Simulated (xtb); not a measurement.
CH4MgOSe, SMILES C[O][Mg][SeH]. All values are semi-empirical tight-binding results from xtb (GFN2-xTB unless named), good for trends rather than for accurate numbers. Coordinates come from a GFN2-xTB optimisation. The structure was generated by enumeration; whether it is a known compound was not checked. The values are those of a single conformer.

For metal compounds this method's bond lengths and energies can be far off.

```json
{
  "orbital_gap": "2.14 eV",
  "zero_point_energy": "29.0 kcal/mol",
  "G − E(el) at 298.15 K (modified RRHO)": "8.4 kcal/mol"
}
```
